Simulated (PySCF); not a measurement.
**Worked example: oscillator strength and radiative lifetime**

C3H10ClNSi, SMILES Cl[Si@H](C)N(C)C.

Coordinates come from a B3LYP-D3(BJ)/def2-SVP optimisation. The structure was generated by enumeration; whether it is a known compound was not checked. One conformer was computed; it need not be the lowest.

PySCF 2.14.0 with TDA-PBE0/def2-SVPD puts the first singlet state with f over 0.02 at 6.53 eV (vertical), with the transition dipole (-0.404, -0.205, 0.077) in atomic units.

### Question
Find the oscillator strength, the wavelength and the radiative lifetime that this transition would have in vacuum if emission retraced absorption.

### Answer

|μ|² = 0.2112 au, so |μ| = 1.17 D. ΔE = 6.53/27.211 = 0.2400 hartree. f = (2/3) ΔE |μ|² = 0.034 (the program prints 0.034).
λ = 1239.84/6.53 = 190 nm; ν = 52668 cm⁻¹.
Einstein's coefficient A = 0.6670 ν² f s⁻¹ (ν in cm⁻¹) = 6.3e7 s⁻¹, so τ = 1/A = 16 ns. This state is S2; the lower singlet has f = 0.004. The figure is the radiative limit of this one transition; relaxation, internal conversion, crossing to triplets and a medium change what is measured.
